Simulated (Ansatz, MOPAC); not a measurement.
Donor–acceptor adduct: AlH3 (SMILES [AlH3]) (first 4 atoms) with CH4O (SMILES CO); geometry from B3LYP-D3(BJ)/def2-TZVP.
(charge 0, multiplicity 1):
```xyz
10

Al    -0.9340    -0.2095     0.6632
H     -1.0040    -1.7970     0.7383
H     -0.1999     0.4980    -0.5624
H     -2.1270     0.5924     1.3606
C      0.2826    -0.1259     3.4020
O      0.5156     0.1218     1.9966
H      1.2291    -0.0849     3.9380
H     -0.1346    -1.1271     3.4633
H     -0.4281     0.5967     3.8015
H      0.9572     0.9688     1.8604
```

Counterpoise-corrected where a basis set is named; no monomer relaxation.

The state that PM7 reach isn't checked; PM7 holds dispersion and hydrogen-bond terms.

Programs: Ansatz (Gaussian basis) for Hartree–Fock, density functionals and correlated methods; MOPAC for PM7 (differences of heats of formation). Values without a source in brackets are computed.

Q: One of these levels gives -118.5 kJ/mol for the interaction energy. Which one is it?
A) PM7
B) revPBE/def2-TZVPPD
C) HF/aug-cc-pV(D+d)Z
D) r2SCAN/def2-TZVPPD

A: D, r2SCAN/def2-TZVPPD. The others give -61.8 (PM7), -98.7 (HF/aug-cc-pV(D+d)Z), -85.9 (revPBE/def2-TZVPPD)

Ansatz is an electronic-structure program.
